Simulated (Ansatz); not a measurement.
Method: Ansatz (a program for electronic structure) with frozen-core CCSD(T)/cc-pVDZ // PBE-D3(BJ)/def2-SVP. The restricted HF reference is unstable towards unrestricted orbitals.

Ansatz 0.2 input:
```yaml
crystal:
  periodic: [false, false, false]
  atoms:
    - { symbol: B, position_ang: [-3.973418, 0.158731, 0.06624] }
    - { symbol: C, position_ang: [-2.439137, 0.346383, 0.100294] }
    - { symbol: C, position_ang: [-1.838222, 1.652507, 0.182751] }
    - { symbol: C, position_ang: [-0.467795, 1.821641, 0.213742] }
    - { symbol: C, position_ang: [0.405248, 0.688319, 0.164241] }
    - { symbol: N, position_ang: [1.745797, 0.901956, 0.197598] }
    - { symbol: C, position_ang: [2.577971, -0.159259, 0.151774] }
    - { symbol: B, position_ang: [4.110936, 0.133183, 0.193304] }
    - { symbol: C, position_ang: [2.081505, -1.505418, 0.068428] }
    - { symbol: C, position_ang: [0.718676, -1.742644, 0.033076] }
    - { symbol: C, position_ang: [-0.17419, -0.635859, 0.080836] }
    - { symbol: C, position_ang: [-1.588344, -0.769229, 0.051064] }
    - { symbol: H, position_ang: [-4.446123, -0.961078, -0.003887] }
    - { symbol: H, position_ang: [-4.714031, 1.123815, 0.109197] }
    - { symbol: H, position_ang: [-2.500949, 2.531044, 0.221557] }
    - { symbol: H, position_ang: [0.00502, 2.812542, 0.276583] }
    - { symbol: H, position_ang: [4.901079, -0.792862, 0.156668] }
    - { symbol: H, position_ang: [4.50533, 1.277697, 0.26166] }
    - { symbol: H, position_ang: [2.801788, -2.336404, 0.033604] }
    - { symbol: H, position_ang: [0.311742, -2.764624, -0.030719] }
    - { symbol: H, position_ang: [-2.022871, -1.780436, -0.01242] }
basis:
  gaussian: { orbitals: cc-pVDZ }
correlation:
  method: ccsd_t
```

Output:

```
Functional definition: HF
1977 factors; integrals over basis functions are off by at most 1.0e-3 eV
mean field evaluation 1: about -12236.0994 eV, gradient 3.8e1 eV
mean field evaluation 2: about -12236.6510 eV, gradient 3.8e1 eV
mean field evaluation 4: about -12241.8055 eV, gradient 7.0e0 eV
mean field evaluation 8: about -12241.9388 eV, gradient 3.6e-1 eV
mean field evaluation 16: about -12236.0984 eV, gradient 3.8e1 eV
mean field -12241.94026442 eV, -449.8830068325 hartree, gradient 2.7e-6 eV, S^2 0.000000; 0 other end points of the search recorded, 0 dependent functions left out; unrestricted orbitals would lower it
12 core orbitals not correlated
reference -12241.94026442 eV, -449.8830068325 hartree; 28, 28 occupied and 173, 173 virtual orbitals, 1977 factors
second order -40.29978528 eV of doubles, -0.00000000 eV of singles
cycle   1  -40.45697771 eV  change   -1.6e-1 eV  update   1.7e-1
cycle   2  -41.74866408 eV  change    -1.3e0 eV  update   5.7e-2
cycle   3  -42.05309884 eV  change   -3.0e-1 eV  update   2.5e-2
cycle   4  -42.05628243 eV  change   -3.2e-3 eV  update   7.9e-3
cycle   5  -42.05710256 eV  change   -8.2e-4 eV  update   4.4e-3
cycle   6  -42.05923919 eV  change   -2.1e-3 eV  update   1.4e-3
cycle   7  -42.05892195 eV  change    3.2e-4 eV  update   8.1e-4
cycle   8  -42.05873226 eV  change    1.9e-4 eV  update   3.4e-4
cycle   9  -42.05879801 eV  change   -6.6e-5 eV  update   1.6e-4
cycle  10  -42.05880328 eV  change   -5.3e-6 eV  update   6.0e-5
perturbative correction -1.99991204 eV, -0.0734954118 hartree
Total energy: -12285.99897974 eV, -451.5021347562 hartree
```

Cost: roughly 16 core-minutes.
